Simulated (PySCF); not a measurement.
From computed data to an observable: oscillator strength and radiative lifetime

hexamethyldisiloxane (C6H18OSi2), SMILES [Si](C)(O[Si](C)(C)C)(C)C.

Geometry optimised at B3LYP-D3(BJ)/def2-SVP. One conformer was computed; it need not be the lowest.

PySCF 2.14.0 with TDA-B3LYP/def2-SVP puts the first singlet state with f over 0.02 at 7.47 eV (vertical), with the transition dipole (-0.572, 0.001, 0.000) in atomic units.

Find the oscillator strength, the wavelength and the radiative lifetime that this transition would have in vacuum if emission retraced absorption.


|μ|² = 0.3272 au, so |μ| = 1.45 D. ΔE = 7.47/27.211 = 0.2745 hartree. f = (2/3) ΔE |μ|² = 0.060 (the program prints 0.060).
λ = 1239.84/7.47 = 166 nm; ν = 60250 cm⁻¹.
Einstein's coefficient A = 0.6670 ν² f s⁻¹ (ν in cm⁻¹) = 1.4e8 s⁻¹, so τ = 1/A = 6.9 ns. This state is S1. The figure is the radiative limit of this one transition; relaxation, internal conversion, crossing to triplets and a medium change what is measured.
